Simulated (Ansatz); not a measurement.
Reaction (ligand exchange at a W–Cl bond): `[O]=[W]([F])(=[S])[Cl]` + CH₃OH → `C[O][W](=[O])([F])=[S]` + HCl

Computed with Ansatz on PBE0-D4/def2-TZVP structures; ΔE is electronic, products minus reactants. CBS: MP2 limit from def2 TZ/QZ plus the TZ coupled-cluster correction, frozen cores. This one scheme is used for every species. def2 core potentials past Kr. For W outer-core shells are correlated without core-valence functions, which leaves a few kJ/mol of doubt a bond. Each species was taken in one conformer, which may not be the lowest.

```
                 species  CCSD(T)/CBS(def2) energy (Eh)
`[O]=[W]([F])(=[S])[Cl]`                    -1099.67345
                   CH₃OH                     -115.61712
`C[O][W](=[O])([F])=[S]`                     -754.90807
                     HCl                     -460.38127
```

Q: Work out ΔE.

A: ΔE = (-754.90807) + (-460.38127) − (-1099.67345) − (-115.61712) = 0.00123 Eh = +3.2 kJ/mol.

Largest T1 diagnostic among the species: 0.022, so the coupled-cluster value is less sure than usual.

At CCSD(T), def2-SVP lies −12.8 kJ/mol from the extrapolated value and def2-TZVPP −4.5 kJ/mol. Leaving LDA and LC-ωPBE aside and taking each functional with its dispersion term where it has one, the values, not all of them listed here, spread over 15.4 kJ/mol, from CAM-B3LYP-D4 to PBE-QIDH. LDA lies −7.9 kJ/mol from PBE without D4.
